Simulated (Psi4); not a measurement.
Pd (SMILES [Pd]), singlet (core potentials on Pd); PBE0/def2-SV(P) (Psi4).

The Psi4 input:
```
memory 2 GB

molecule {
0 1
  Pd    0.00000000    0.00000000    0.00000000
}

set basis def2-sv(p)

energy('pbe0')
print_variables()
```

What the program printed (banner, timings and long lists left out):

```
   => Loading Basis Set <=

    Name: DEF2-SV(P)
    Role: ORBITAL
    Keyword: BASIS

    !!!  WARNING: ECP capability is in beta. Please check occupations closely.  !!!

         ---------------------------------------------------------
                                   SCF
               by Justin Turney, Rob Parrish, Andy Simmonett
                          and Daniel G. A. Smith
                              RKS Reference
         ---------------------------------------------------------

  ==> Geometry <==

    Molecular point group: d2h
    Geometry (in Angstrom), charge = 0, multiplicity = 1:

       Center              X                  Y                   Z               Mass
    ------------   -----------------  -----------------  -----------------  -----------------
         PD           0.000000000000     0.000000000000     0.000000000000   105.903480400000

  Running in d2h symmetry.

  Rotational constants: A = ************  B = ************  C = ************ [cm^-1]
  Rotational constants: A = ************  B = ************  C = ************ [MHz]
  Nuclear repulsion =    0.000000000000000

  Charge       = 0
  Multiplicity = 1
  Electrons    = 18
  Nalpha       = 9
  Nbeta        = 9

  ==> Algorithm <==

  SCF Algorithm Type is DF.
  DIIS enabled.
  MOM disabled.
  Fractional occupation disabled.
  Guess Type is CORE.
  Energy threshold   = 1.00e-06
  Density threshold  = 1.00e-06
  Integral threshold = 1.00e-12

  ==> Primary Basis <==

  Basis Set: DEF2-SV(P)
    Blend: DEF2-SV(P)
    Number of shells: 10
    Number of basis functions: 24
    Number of Cartesian functions: 26
    Spherical Harmonics?: true
    Max angular momentum: 2

  Core potential: DEF2-SV(P)
    Number of shells: 4
    Number of ECP primitives: 14
    Number of ECP core electrons: 28
    Max angular momentum: 3

  ==> DFT Potential <==

   => LibXC <=

    Version 7.1.2
    S. Lehtola, C. Steigemann, M. J. T. Oliveira, and M. A. L. Marques,  SoftwareX 7, 1–5 (2018) (10.1016/j.softx.2017.11.002)

   => Composite Functional: PBE0 <=

    PBE0 Hyb-GGA Exchange-Correlation Functional

    C. Adamo and V. Barone,  J. Chem. Phys. 110, 6158 (1999) (10.1063/1.478522)
    M. Ernzerhof and G. E. Scuseria,  J. Chem. Phys. 110, 5029 (1999) (10.1063/1.478401)

    Deriv               =              1
    GGA                 =           TRUE
    Meta                =          FALSE

    Exchange Hybrid     =           TRUE
    MP2 Hybrid          =          FALSE

   => Exchange Functionals <=

    0.7500   Perdew, Burke & Ernzerhof

   => Exact (HF) Exchange <=

    0.2500               HF

   => Correlation Functionals <=

    1.0000   Perdew, Burke & Ernzerhof

   => LibXC Density Thresholds  <==

    XC_HYB_GGA_XC_PBEH:  1.00E-15

   => Molecular Quadrature <=

    Radial Scheme          =       TREUTLER
    Pruning Scheme         =           NONE
    Nuclear Scheme         =       TREUTLER

    Blocking Scheme        =         OCTREE
    BS radius alpha        =              1
    Pruning alpha          =              1
    Radial Points          =             75
    Spherical Points       =            302
    Total Points           =          21436
    Total Blocks           =            240
    Max Points             =            251
    Max Functions          =             24
    Weights Tolerance      =       1.00E-15

   => Loading Basis Set <=

    Name: (DEF2-SV(P) AUX)
    Role: JKFIT
    Keyword: DF_BASIS_SCF

  ==> Integral Setup <==

  SCF_SUBTYPE=INCORE selected. In-core MEM_DF algorithm will be used.
  Using in-core AOs.

  ==> MemDFJK: Density-Fitted J/K Matrices <==

    J tasked:                   Yes
    K tasked:                   Yes
    wK tasked:                   No
    Algorithm:                 Core
    Schwarz Cutoff:           1E-12
    Mask sparsity (%):       0.0000
    Fitting Condition:        1E-10

   => Auxiliary Basis Set <=

  Basis Set: (DEF2-SV(P) AUX)
    Blend: DEF2-UNIVERSAL-JKFIT
[...]
     B2g        2       2       1       1       1       0
     B3g        2       2       1       1       1       0
     Au         0       0       0       0       0       0
     B1u        3       3       1       1       1       0
     B2u        3       3       1       1       1       0
     B3u        3       3       1       1       1       0
   -------------------------------------------------------
    Total      24      24       9       9       9       0
   -------------------------------------------------------

  ==> Iterations <==

                           Total Energy        Delta E     RMS |[F,P]|

    Occupation by irrep:
             Ag   B1g   B2g   B3g    Au   B1u   B2u   B3u
    DOCC [     3,    0,    0,    0,    0,    2,    2,    2 ]
    NA   [     3,    0,    0,    0,    0,    2,    2,    2 ]
    NB   [     3,    0,    0,    0,    0,    2,    2,    2 ]

   @DF-RKS iter   1:  -125.07143696960554   -1.25071e+02   2.03432e-01 ADIIS
    Occupation by irrep:
             Ag   B1g   B2g   B3g    Au   B1u   B2u   B3u
    DOCC [     3,    1,    1,    1,    0,    1,    1,    1 ]
    NA   [     3,    1,    1,    1,    0,    1,    1,    1 ]
    NB   [     3,    1,    1,    1,    0,    1,    1,    1 ]

   @DF-RKS iter   2:  -111.20806593594605    1.38634e+01   3.29720e-01 ADIIS
   @DF-RKS iter   3:  -127.77991974343107   -1.65719e+01   3.38162e-02 ADIIS/DIIS
   @DF-RKS iter   4:  -127.80906217185404   -2.91424e-02   1.63119e-02 ADIIS/DIIS
   @DF-RKS iter   5:  -127.82261562903986   -1.35535e-02   6.74480e-03 ADIIS/DIIS
   @DF-RKS iter   6:  -127.82512628017251   -2.51065e-03   2.29926e-04 ADIIS/DIIS
   @DF-RKS iter   7:  -127.82512933857286   -3.05840e-06   1.13914e-05 DIIS
   @DF-RKS iter   8:  -127.82512934576116   -7.18829e-09   8.84440e-08 DIIS
  Energy and wave function converged.

  ==> Post-Iterations <==

   Electrons on quadrature grid:
      Ntotal   =   18.0000000000 ; deviation = 3.553e-15

    Orbital Energies [Eh]
    ---------------------

    Doubly Occupied:

[...]
    Virtual:

[...]
    Final Occupation by Irrep:
             Ag   B1g   B2g   B3g    Au   B1u   B2u   B3u
    DOCC [     3,    1,    1,    1,    0,    1,    1,    1 ]
    NA   [     3,    1,    1,    1,    0,    1,    1,    1 ]
    NB   [     3,    1,    1,    1,    0,    1,    1,    1 ]

  @DF-RKS Final Energy:  -127.82512934576116

   => Energetics <=

    Nuclear Repulsion Energy =              0.0000000000000000
    One-Electron Energy =                -227.8999743750243567
    Two-Electron Energy =                 109.9406200752214460
    DFT Exchange-Correlation Energy =      -9.8657750459582410
    Empirical Dispersion Energy =           0.0000000000000000
    VV10 Nonlocal Energy =                  0.0000000000000000
    Total Energy =                       -127.8251293457611553

Computation Completed

Properties will be evaluated at   0.000000,   0.000000,   0.000000 [a0]

Properties computed using the SCF density matrix

 Multipole Moments:

 ------------------------------------------------------------------------------------
     Multipole            Electronic (a.u.)      Nuclear  (a.u.)        Total (a.u.)
 ------------------------------------------------------------------------------------

 L = 1.  Multiply by 2.5417464519 to convert [e a0] to [Debye]
 Dipole X            :          0.0000000            0.0000000            0.0000000
 Dipole Y            :          0.0000000            0.0000000            0.0000000
 Dipole Z            :          0.0000000            0.0000000            0.0000000
 Magnitude           :                                                    0.0000000

 ------------------------------------------------------------------------------------

  Variable Map:
  ----------------------------------------------------------------------------
[...]
  Array Variable Map:
  ----------------------------------------------------------------------------
[...]
[...]
```
